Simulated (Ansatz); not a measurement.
The molecule YO, multiplicity 2 (lowest of 2S+1 = 2, 4, 6 at CCSD(T)/def2-TZVPP on PBE0 minima; our sources give no spin for the ground state, which may be another). No spin–orbit coupling.

Seven points along R, fitted to fifth degree in 1/R; most abundant isotopes. In def2 and cc sets the state is the lowest found near the PBE0 minimum, followed along R.

Correlated levels freeze the inner cores; with def2 sets outer-core shells near the valence are correlated too. CBS: X⁻³ extrapolation of the correlation energy, Hartree–Fock from the larger set.

Codes used: Ansatz (an electronic-structure program).  In def2 rows elements past Kr take small-core potentials, without spin–orbit coupling.

```
level                                r_e (Å)  ω_e (cm⁻¹)  ω_e x_e (cm⁻¹)  dipole (D)
-----------------------------------  -------  ----------  --------------  ----------
PBE/def2-TZVPP                         1.801         858             2.9        4.39
r2SCAN/def2-TZVPP                      1.794         881             2.7        4.47
B97M-V/def2-TZVPP                      1.795         [?]             2.7        4.73
PBE0/def2-TZVPP                        1.782         898             2.6        4.52
CAM-B3LYP/def2-TZVPP                   1.787         896             2.5        4.94
CCSD/def2-QZVPP                        1.783         884             2.4           -
CCSD(T)/def2-TZVPP                     1.809         855             2.7           -
CCSD(T)/CBS(def2-TZVPP, def2-QZVPP)      [?]         [?]             2.7           -
```

Problem. Some entries are withheld; supply them.

Solution. 
- CCSD(T)/CBS(def2-TZVPP, def2-QZVPP), r_e (Å): 1.792
- CCSD(T)/CBS(def2-TZVPP, def2-QZVPP), ω_e (cm⁻¹): 856
- B97M-V/def2-TZVPP, ω_e (cm⁻¹): 876
